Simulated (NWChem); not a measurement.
Molecule: C₂H₈BNO; SMILES CN(BO)C

```xyz
13

B     -0.7073    -0.8657     0.0000
H     -1.9169    -0.8951     0.0000
O     -0.0672    -2.0705     0.0000
H      0.8926    -2.0097     0.0000
N     -0.0620     0.3934     0.0000
C      1.3633     0.5849     0.0000
C     -0.8141     1.6226     0.0000
H      1.7013     1.1468    -0.8907
H      1.7013     1.1468     0.8907
H      1.9002    -0.3756     0.0000
H     -0.5883     2.2390     0.8906
H     -0.5883     2.2390    -0.8906
H     -1.8897     1.4029     0.0000
```
Atoms are numbered in this order, from 1.

Results from NWChem. Pople sets run with spherical d functions. Coordinates come from a PBE0/def2-SVP optimisation. Not confirmed as a minimum by frequencies. Vertical excitations in the gas phase; the lowest state need not have the same character in each row.

Problem. Order these by “lowest excitation, singlet (eV)”, lowest first: BHandHLYP/6-31G*, full TDDFT; LRC-wPBEh/6-31G*, full TDDFT; PBE/6-31G*, full TDDFT; B3LYP/6-31G*, full TDDFT.

Solution. PBE/6-31G*, full TDDFT (6.29), B3LYP/6-31G*, full TDDFT (6.93), LRC-wPBEh/6-31G*, full TDDFT (7.61), BHandHLYP/6-31G*, full TDDFT (7.98)
